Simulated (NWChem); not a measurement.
disiloxane (Si2H6O); SMILES [SiH3]O[SiH3]

Program: NWChem. The geometry was optimised at PBE-D3(BJ)/def2-SVP. Ions are spin-unrestricted doublets at the neutral geometry; other ion states weren't tried.

Estimate the computed values for PBE/pcseg-1. Quantities: −ε(HOMO) (eV).

The −ε(HOMO) (eV) is 7.20.
